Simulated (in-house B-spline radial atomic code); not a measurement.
A calculation on Co³⁺ (an excited or competing configuration): its settings, and results tabulated from the run. Level of theory: non-relativistic r2SCAN0, spin-polarised, spherical fractional occupations, exact exchange averaged over the configuration, point nucleus; calculated with a B-spline radial code for spherical atoms.

Command:
```bash
python run_scf.py task.json out
```
Settings:
```
Z                27
configuration    [Ne] 3s2 3p5 3d6 4s1
hamiltonian      nr
method           r2scan0
spin_polarised   True
exact_exchange   averaged over the configuration
```

Output (hartree, bohr):
```
 radial grid: 49 intervals, B-splines of order 8, outer radius 28.1081 bohr

 iter        energy (Eh)    residual
    1       -1377.914141    4.96e-02
    2       -1377.919157    2.30e-03
    3       -1377.919189    1.21e-03
    4       -1377.919196    6.69e-04
    5       -1377.919200    9.91e-05
    6       -1377.919200    1.68e-05
    7       -1377.919200    4.53e-06
    8       -1377.919200    6.86e-07
    9       -1377.919200    4.54e-08

 total energy                     -1377.91920
 kinetic                            1376.9737
 electron-nucleus                  -3242.1965
 Hartree                             544.8054
 exact exchange                      -13.9088
 exchange-correlation                -43.5930

 orbital      occ     eigenvalue          <r>       <r^2>       <1/r>       <r^4>     <1/r^2>       r_max
 1s up      1.000      -280.5762    0.0569083  0.00434249     26.5122 4.81856e-05     1414.34     0.03751
 1s down    1.000      -280.5410    0.0569033  0.00434162     26.5138 4.81623e-05     1414.47     0.03751
 2s up      1.000       -35.2671     0.258219   0.0786691     5.72409   0.0107878      134.26      0.2157
 2s down    1.000       -35.1162     0.257518   0.0781746     5.73729   0.0106093     134.784      0.2155
 2p up      3.000       -30.7993     0.226254   0.0628186     5.66168  0.00800887     43.9257      0.1733
 2p down    3.000       -30.6549     0.225623   0.0624004     5.67229  0.00786731     44.0596      0.1732
 3s up      1.000        -5.9037     0.764613    0.671669     1.84555    0.715191     20.9127      0.6697
 3s down    1.000        -5.4856     0.773519    0.687883     1.81698    0.754024      20.156      0.6733
 3p up      3.000        -4.5180     0.791738    0.733134     1.72814    0.908825     6.53261      0.6734
 3p down    2.000        -4.1200     0.803175    0.755447     1.70058    0.970889     6.32229      0.6781
 3d up      5.000        -2.2233     0.870419    0.937062     1.46032     1.87466      2.8041      0.6396
 3d down    1.000        -1.8957     0.906646     1.02778     1.41991     2.32402     2.68439      0.6493
 4s up      1.000        -1.3662      2.11344     5.02244    0.622419     37.1537     2.90467         1.9
```

Time taken, with all properties: 0.19 s on 1 thread of AMD EPYC 7R13 Processor, with other jobs on the host.
